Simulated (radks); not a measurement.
The numbers below are computed, except where a source is named.
Removal energies from the chromium ion Cr+, [Ar] 3d(3/2: 4, 5/2: 1), by Delta-SCF beside the eigenvalue of the level emptied. Level of theory: Dirac Kohn-Sham, relativistic LDA (MacDonald-Vosko exchange, VWN5 correlation), spin-unpolarised, spherical densities, finite nucleus; Fermi nuclear charge, rms radius of each element as measured or else 0.836 A^(1/3) + 0.57 fm (a radial shooting solver on a logarithmic mesh with Libxc functionals). Sub-shells are occupied by j as written (lower j first in brackets).

removed from                             final configuration  Delta-SCF (eV)  -eigenvalue (eV)
3d5/2                                [Ar] 3d(3/2: 4, 5/2: 0)          16.287            10.107
3d3/2                                [Ar] 3d(3/2: 3, 5/2: 1)          16.383            10.188
3p3/2         [Ne] 3s2 3p(1/2: 2, 3/2: 3) 3d(3/2: 4, 5/2: 1)          59.350            52.029
3p1/2         [Ne] 3s2 3p(1/2: 1, 3/2: 4) 3d(3/2: 4, 5/2: 1)          60.399            53.047
